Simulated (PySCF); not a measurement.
SMILES [SiH](F)(F)C[SiH2]Cl, CAM-B3LYP/def2-SVP optimised geometry.

```
11

Si     0.29     1.01     0.00
F     -0.20     2.55     0.00
F     -0.23     0.37     1.39
C     -0.51     0.11    -1.41
Si    -0.75    -1.73    -1.16
Cl     1.05    -2.55    -0.56
H      1.77     1.01     0.00
H     -1.49     0.57    -1.59
H      0.10     0.27    -2.31
H     -1.15    -2.38    -2.44
H     -1.77    -2.00    -0.12
```

Density from CAM-B3LYP/def2-TZVP in PySCF at that geometry.

Minimum of the electron density along straight lines between bonded atoms, close to the bond critical point (lines longer than 1.1 times the sum of covalent radii, or with two minima, are not listed):

```tsv
bond	length / Å	ρ at the minimum / e bohr⁻³	∇²ρ there / e bohr⁻⁵	position (fraction from the first atom)
Si1–F2	1.613	0.135	0.91	0.42
Si1–F3	1.614	0.135	0.92	0.42
Si1–C4	1.851	0.129	0.17	0.39
C4–Si5	1.871	0.122	___	0.61
Si5–Cl6	2.076	0.096	0.20	0.36
Si1–H7	1.473	0.131	0.11	0.49
C4–H8	1.104	0.262	-0.84	0.64
C4–H9	1.103	0.263	-0.84	0.64
Si5–H10	1.484	0.125	0.13	0.49
Si5–H11	1.481	0.127	0.13	0.49
```

Complete the blanks.


- C4–Si5, ∇²ρ there / e bohr⁻⁵: 0.16
